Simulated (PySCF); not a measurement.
Isomers of C5H9FSSi, one GFN2-xTB conformer each. Single-point energies are computed at PBE0/pcSseg-1 (PySCF, gas phase, no added dispersion term), electronic only.

```json
{"SMILES": "CCC1=CS[C@@H](F)[SiH2]1", "GFN2-xTB relative energy (kcal/mol)": "0.0"}
{"SMILES": "C#C[C@](F)(CC)[SiH2]S", "GFN2-xTB relative energy (kcal/mol)": "10.9"}
{"SMILES": "CS[SiH2]C1=CC[C@@H]1F", "GFN2-xTB relative energy (kcal/mol)": "3.4"}
```

Conformers: `[CH3:1][CH2:2][C:3]1=[CH:4][S:5][C@@H:6]([F:7])[SiH2:8]1` with C1–C2–C3–C4 -109°, C3–C4–S5–C6 -7°, C4–S5–C6–F7 -110°, S5–C6–Si8–C3 -9°, C2–C3–Si8–C6 -173°; `[CH:1]#[C:2][C@:3]([F:4])([CH2:5][CH3:6])[SiH2:7][SH:8]` with C2–C3–C5–C6 -64°, C2–C3–Si7–S8 38°, C3–Si7–S8–H -26°; `[CH3:1][S:2][SiH2:3][C:4]1=[CH:5][CH2:6][C@@H:7]1[F:8]` with C1–S2–Si3–C4 57°, S2–Si3–C4–C5 69°.

Task: What does PBE0/pcSseg-1 give for the same structures?

Result: 
| SMILES | PBE0/pcSseg-1 E (Eh) | PBE0/pcSseg-1 (kcal/mol) | GFN2-xTB (kcal/mol) | point group |
| --- | --- | --- | --- | --- |
| CCC1=CS[C@@H](F)[SiH2]1 | -982.79529 | 0.0 | 0.0 | C1 |
| CS[SiH2]C1=CC[C@@H]1F | -982.78910 | 3.9 | 3.4 | C1 |
| C#C[C@](F)(CC)[SiH2]S | -982.76427 | 19.5 | 10.9 | C1 |

Both levels put the same isomer lowest; measured from each level's own lowest isomer, the values differ by up to 8.6 kcal/mol (C#C[C@](F)(CC)[SiH2]S: 10.9 against 19.5). As drawn, the lowest has a C=C bond outside aromatic rings, which the highest lacks; the highest has a C≡C bond and an S–H bond, which the lowest lacks.

Task: Which frontier levels, dipoles and rotational constants go with these structures?

Result: 
| SMILES | HOMO (eV, PBE0/pcSseg-1) | LUMO (eV) | dipole (D) | A, B, C (MHz) |
| --- | --- | --- | --- | --- |
| CCC1=CS[C@@H](F)[SiH2]1 | -6.38 | -0.53 | 2.45 | 2283, 1002, 816.4 |
| CS[SiH2]C1=CC[C@@H]1F | -6.69 | -1.04 | 2.39 | 2290, 888.7, 781.8 |
| C#C[C@](F)(CC)[SiH2]S | -7.39 | -0.34 | 1.59 | 1629, 1038, 1024 |
